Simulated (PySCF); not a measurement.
YbSe: f occupation and spin

Unrestricted PBE0; basis Yb x2c-SVPall, Se x2c-SVPall; spin-free X2C with a Gaussian nucleus; PySCF 2.14. The search starts from ions with several 4f fillings and holds each by maximum overlap.

The lowest solution has 2Ms+1 = 1, about 13.9 4f electrons, near 2.48 Å.

The lowest solution of each spin and filling, followed along the bond (rough minima from three points):

| 2Ms+1 | 4f population | ⟨S²⟩ at the start | R at minimum (Å) | Te (eV) |
| --- | --- | --- | --- | --- |
| 1 | 13.93 | 0.00 | 2.48 | 0.00 |
| 3 | 13.58 | 2.01 | 2.71 | 0.72 |
| 3 | 13.46 | 2.00 | 2.47 | 1.15 |
| 1 | 13.00 | 1.00 | 2.40 | 1.49 |

Solutions at the starting distance of 2.401 Å, counted from the lowest; the search is not exhaustive:

| 2Ms+1 | 4f population | E (eV) | ⟨S²⟩ | ⟨Lz²⟩ | μ (D) |
| --- | --- | --- | --- | --- | --- |
| 1 | 13.93 | 0.00 | 0.00 | 0.0 | -8.73 |
| 3 | 13.58 | 0.94 | 2.01 | 1.2 | -5.10 |
| 1 | 13.58 | 0.99 | 1.01 | 1.2 | -5.13 |
| 3 | 13.46 | 1.13 | 2.00 | 0.0 | -5.63 |
| 3 | 13.00 | 1.43 | 2.00 | 4.0 | -6.45 |
| 1 | 13.00 | 1.45 | 1.00 | 4.0 | -6.43 |
| 3 | 13.04 | 1.67 | 2.00 | 5.2 | -6.44 |
| 1 | 13.03 | 1.69 | 1.00 | 5.4 | -6.43 |
| 3 | 13.83 | 1.76 | 2.00 | 0.0 | -3.77 |
| 3 | 13.08 | 2.83 | 2.01 | 3.7 | -1.39 |
| 3 | 13.28 | 3.34 | 2.01 | 1.1 | -5.06 |

Partly filled real f orbitals mix terms, so no term symbols are given. A population far from a whole number shows f orbitals mixing with d and ligand orbitals, not a clean configuration. A positive dipole means Yb(−)Se(+).

Spin–orbit coupling is left out. Counting both spins, an empty level lies below a filled one in some of these solutions, because spin and occupation are held.
